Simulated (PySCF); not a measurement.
The complex [CoBr4]2- (charge -2) contains Co(II), shell d7. The structure is a model geometry with rigid ligands and bond lengths from ionic radii, not a minimum; coordination tetrahedral, point group Td, metal–donor distances 2.48 Å.

Method (PySCF 2.14, density fitting): CASSCF(7,5) with orbitals averaged over all microstates of the shell, strongly contracted NEVPT2 on the averaged canonical orbitals; basis x2c-TZVPall on the metal, x2c-SVPall elsewhere; spin-free X2C; IEF-PCM water; spin-orbit coupling by state interaction with the mean-field operator over all roots.

CASSCF energies above the lowest CASSCF root:

```
state  CASSCF / cm⁻¹
  4A2              0
  4T2           1829
  4T1           3234
   2E          19346
  2T1          19437
  2A1          19519
  4T1          19980
  2T2          20415
  2T1          24914
  2T2          25406
   2E          26186
  2T1          26563
  2T1          26901
  2T2          28510
   2E          29142
  2A2          43230
  2T2          43714
  2T1          44097
   2E          67279
  2T2          67940
```

Q: How does dynamic correlation (SC-NEVPT2) move these states?

A: 
```csv
state,NEVPT2 / cm⁻¹,shift / cm⁻¹
4A2,0,0
4T2,2800,+971
4T1,4932,+1698
2E,18364,-982
2T1,18658,-779
2A1,19120,-400
4T1,18127,-1853
2T2,20264,-152
2T1,22895,-2019
2T2,24068,-1338
2E,25240,-946
2T1,25847,-716
2T1,25738,-1163
2T2,27028,-1482
2E,28435,-708
2A2,38716,-4514
2T2,39361,-4353
2T1,40068,-4029
2E,59014,-8265
2T2,60119,-7821
```

NEVPT2 lifts 4T1 from 3234 to 4932 cm⁻¹; on the d shell alone such lifts tend to overshoot. Gaps between spin states lean to high spin in this active space.
